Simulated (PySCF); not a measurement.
F3H3Si2, SMILES F[SiH]([SiH2]F)F.

Geometry optimised at ωB97X-D3(BJ)/def2-SVP. The values are those of a single conformer.

Calculation: PBE/def2-TZVP in PySCF.

Gas-phase values at a fixed geometry.

Q: Estimate the frontier levels, gap, dipole moment and polarisability. (The exact figures need the calculation; the answer reports its results.)

A: 
The highest occupied level is -7.43 eV and the lowest empty level is -2.20 eV. The orbital gap comes out as 5.22 eV and the dipole moment is 1.21 D. The quadrupole, principal values (traceless, Buckingham form, about the centre of nuclear charge) comes out as -6.83, 0.60, 6.23 D·Å and the mean static polarisability is 51.5 bohr³ (7.63 Å³). The polarisability, principal values is 45.6, 48.3, 60.5 bohr³.
